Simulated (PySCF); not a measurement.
Task: What does the GFN2-xTB structure of InChI=1S/C4H7FS2/c5-4-1-2-6-7-3-4/h4H,1-3H2/t4-/m0/s1 look like in three dimensions?

Result: 
```
atom  x, y, z in Å
F1     1.5109   -1.6652    0.5806
C2     0.7506   -0.7288   -0.0973
C3    -0.6302   -0.6724    0.5573
C4    -1.6064    0.2126   -0.2032
S5    -1.0813    1.9654   -0.1370
S6     0.6592    1.7844   -1.1777
C7     1.4978    0.5984   -0.0736
H8     0.6733   -1.0950   -1.1307
H9    -0.5210   -0.3078    1.5817
H10   -1.0243   -1.6907    0.6021
H11   -2.5921    0.1880    0.2570
H12   -1.6855   -0.0774   -1.2508
H13    1.5415    1.0147    0.9329
H14    2.5067    0.4734   -0.4636
```

Any rigid rotation of these coordinates is as good. Atoms count from 1 in this order. S5 (disulfide sulfur) is bent (angle 98.1°). The 6-membered ring C2–C3–C4–S5–S6–C7 has internal angles of 98.1° to 113.8° (sum 643°, against 720° for a flat polygon); it is puckered, 0.33 Å rms from its mean plane, widest ring torsion 69°.

Bonds between heavy atoms (Å): F1–C2 1.384, C2–C3 1.529, C3–C4 1.521, C4–S5 1.831, S5–S6 2.036, S6–C7 1.825, C2–C7 1.523.

Structure optimised with GFN2-xTB, isolated species.

Point group: C1 (no symmetry element, even within 0.4 Å). GFN2-xTB frequencies: not computed here. The numbers are those of one conformer (F1–C2–C3–C4 -174°, C2–C3–C4–S5 -66°, C3–C4–S5–S6 65°, C4–S5–S6–C7 -60°).
